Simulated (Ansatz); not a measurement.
Reaction (cleavage of the Si–Si bond): `S[SiH2][SiH2][GeH3]` + NH₃ → `N[SiH2][GeH3]` + `[SiH3]S`

Computed with Ansatz on PBE0-D4/def2-TZVP structures; ΔE is electronic, products minus reactants. CBS: MP2 limit from def2 TZ/QZ plus the TZ coupled-cluster correction, frozen cores. This one scheme is used for every species. Functionals use def2-TZVPP. For Ge outer-core shells are correlated without core-valence functions, which leaves a few kJ/mol of doubt a bond. Scalar relativity is left out up to krypton. One conformer a species, not always the lowest.

`S[SiH2][SiH2][GeH3]`:

```xyz
12

S    -2.107   -0.108    1.819
Si   -0.825    1.382    0.961
Si    1.151    0.386    0.213
Ge    0.608   -1.298   -1.380
H    -2.061   -0.930    0.756
H    -1.493    2.100   -0.159
H    -0.592    2.344    2.069
H     1.862   -0.228    1.366
H     2.046    1.392   -0.426
H    -0.052   -0.664   -2.617
H    -0.391   -2.300   -0.771
H     1.854   -2.076   -1.831
```

NH₃:

Z-matrix (Å, degrees):
```
N
H 1 1.013
H 1 1.013 2 107.1
H 1 1.013 2 107.1 3 -114.5
```

`N[SiH2][GeH3]`:

Cartesian coordinates in Å:
```
N -1.022 0.673 1.324
Si -0.481 0.700 -0.312
Ge 1.175 -0.986 -0.582
H -1.317 -0.196 1.739
H -1.565 1.443 1.682
H 0.095 2.047 -0.569
H -1.537 0.478 -1.348
H 0.634 -2.350 -0.110
H 2.440 -0.676 0.236
H 1.578 -1.132 -2.060
```

`[SiH3]S`:

```xyz
6

Si   -0.259    0.280   -0.365
S     0.450   -0.226    1.587
H     0.861    0.553   -1.300
H    -1.065    1.508   -0.169
H    -1.107   -0.797   -0.935
H     1.120   -1.318    1.182
```

```tsv
level	ΔE (kJ/mol)
PBE0-D4	-13.8
MP2/def2-QZVPP	-30.8
```

Problem. What does CCSD(T)/CBS give? (Estimate.)

Solution. Ansatz gave: -25.4 kJ/mol. The listed levels differ from it by 11.6, -5.4 kJ/mol.

Largest T1 diagnostic among the species: 0.012.

From PBE to PBE0 (25 % exact exchange), in def2-TZVPP and without D4, ΔE moves by −5.2 kJ/mol. In def2-TZVPP, CCSD(T) changes the Hartree–Fock value by +27.1 kJ/mol (the triples alone add +4.5 kJ/mol) and MP2 by +22.7 kJ/mol. The D4 term adds +9.7 kJ/mol with B3LYP and +5.8 kJ/mol with PBE0; it sums over pairs of atoms, weighted by their polarisabilities, and B3LYP, whose exchange is more repulsive, gets the larger term.

B3LYP here is the variant with VWN-RPA as its local correlation; programs differ in this.
